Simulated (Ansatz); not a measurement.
`CB(C)N[SiH3]` + `[AlH2][SeH]` → `[AlH2][Se][SiH3]` + `CB(C)N`  (ligand exchange at the Si–N bond)

Isolated molecules relaxed with PBE0-D4/def2-TZVP in Ansatz; ΔE leaves out vibrations. CCSD(T)/CBS adds triple-zeta CCSD(T) − MP2 to the extrapolated MP2 energy (def2 sets, frozen cores). For Se outer-core shells are correlated without core-valence functions, which leaves a few kJ/mol of doubt a bond. Scalar relativity is left out up to krypton. Each species was taken in one conformer, which may not be the lowest.

`CB(C)N[SiH3]`:

```xyz
15

C     0.212    0.571    2.047
B     0.024    0.278    0.510
C    -0.359    1.448   -0.476
N     0.207   -1.034    0.012
Si    0.042   -1.578   -1.631
H     0.875    1.427    2.209
H     0.603   -0.273    2.622
H    -0.749    0.856    2.490
H    -1.159    2.069   -0.060
H    -0.667    1.137   -1.478
H     0.503    2.115   -0.598
H     0.472   -1.739    0.685
H     0.354   -3.031   -1.644
H    -1.338   -1.374   -2.144
H     0.980   -0.872   -2.542
```

`[AlH2][SeH]`:

Cartesian coordinates in Å:
```
Al -0.050 -0.633 0.303
Se -0.353 0.942 -1.365
H -0.623 -2.077 0.015
H 0.699 -0.216 1.631
H 0.327 1.983 -0.583
```

`[AlH2][Se][SiH3]`:

```xyz
8

Al   -0.932    0.382   -1.624
Se    0.203   -1.424   -0.737
Si    0.735   -0.374    1.221
H    -1.033    1.703   -0.758
H    -1.559    0.214   -3.063
H     1.508   -1.352    2.027
H    -0.488    0.022    1.962
H     1.566    0.829    0.972
```

`CB(C)N`:

Cartesian coordinates in Å:
```
C -0.816 -0.816 0.948
B 0.186 -0.005 0.038
C -0.338 0.847 -1.182
N 1.556 -0.041 0.317
H -0.337 -1.367 1.762
H -1.561 -0.147 1.392
H -1.385 -1.535 0.349
H -1.063 1.597 -0.847
H 0.447 1.368 -1.736
H -0.879 0.210 -1.891
H 1.948 -0.566 1.079
H 2.241 0.455 -0.228
```

| species | HF/def2-SVP energy (Eh) |
| --- | --- |
| `CB(C)N[SiH3]` | -449.50127 |
| `[AlH2][SeH]` | -2643.16539 |
| `[AlH2][Se][SiH3]` | -2933.19446 |
| `CB(C)N` | -159.48001 |

Work out ΔE.

ΔE = (-2933.19446) + (-159.48001) − (-449.50127) − (-2643.16539) = -0.00781 Eh = -20.5 kJ/mol. CCSD(T)/CBS gives -26.3 kJ/mol.

Largest T1 diagnostic among the species: 0.011.

At CCSD(T), def2-SVP lies +5.3 kJ/mol from the extrapolated value and def2-TZVPP +4.1 kJ/mol. Leaving LDA and LC-ωPBE aside and taking each functional with its dispersion term where it has one, the values, not all of them listed here, spread over 14.2 kJ/mol, from PBE-D4 to CAM-B3LYP-D4. LDA lies +6.4 kJ/mol from PBE without D4.
